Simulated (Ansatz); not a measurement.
`CBOCC` + H₂ → `BOCC` + CH₄ at 500 K and 1 bar (hydrogenolysis of a B–C bond).

Calculated with Ansatz (gas phase, PBE0-D4/def2-TZVP geometries, no zero-point term in ΔE). CCSD(T)/CBS adds triple-zeta CCSD(T) − MP2 to the extrapolated MP2 energy (def2 sets, frozen cores). This one scheme is used for every species. Each species was taken in one conformer, which may not be the lowest.

| species | CCSD(T)/CBS energy (Eh) | H − E (kJ/mol) | S (J/(mol·K)) |
| --- | --- | --- | --- |
| `CBOCC` | -219.59220 | 364.6 | 409.9 |
| H₂ | -1.17544 | 41.0 | 145.5 |
| `BOCC` | -180.31191 | 279.7 | 352.2 |
| CH₄ | -40.46206 | 135.6 | 206.8 |

H − E and S are ideal-gas, rigid-rotor, harmonic terms from PBE0-D4/def2-TZVP, for one conformer and one mirror image of each species. For small species the MP2-based limit differs from directly extrapolated CCSD(T) by up to some mEh (0.8 for H₂); such offsets cancel only in part. 1 Eh = 2625.50 kJ/mol, R = 8.31446 J/(mol·K).

By hand: ΔE, ΔH, ΔS and ΔG.

ΔE = (-180.31191) + (-40.46206) − (-219.59220) − (-1.17544) = -0.00633 Eh = -16.6 kJ/mol. Δ(H − E) = 279.7 + 135.6 − 364.6 − 41.0 = 9.7, so ΔH = -6.9 kJ/mol. ΔS = 352.2 + 206.8 − 409.9 − 145.5 = 3.6 J/(mol·K). ΔG = -6.9 − 500 × (3.6)/1000 = -8.7 kJ/mol.

By hand: the equilibrium constant, and the temperature at which ΔG would vanish if ΔH and ΔS stayed fixed.

log₁₀ K = −ΔG/(RT ln 10) = 0.9. ΔH and −TΔS have one sign here, so there is no such temperature.

The number of gas molecules stays the same, so ΔS is small and ΔH decides. A doubt of 5 kJ/mol in ΔE shifts log₁₀ K by 0.5 here. Other conformers and mirror images would add mixing entropy, several J/(mol·K) or more a flexible species. Modes under 60 cm⁻¹, often nearly free rotors, make the harmonic entropy too high. These are equilibria of isolated gas molecules and say nothing of rates. Largest T1 diagnostic: 0.013 (customary marks: 0.02 for closed shells, 0.045 for open ones).

ΔS is within the doubt of such terms, so its sign, and with it that verdict, could turn.
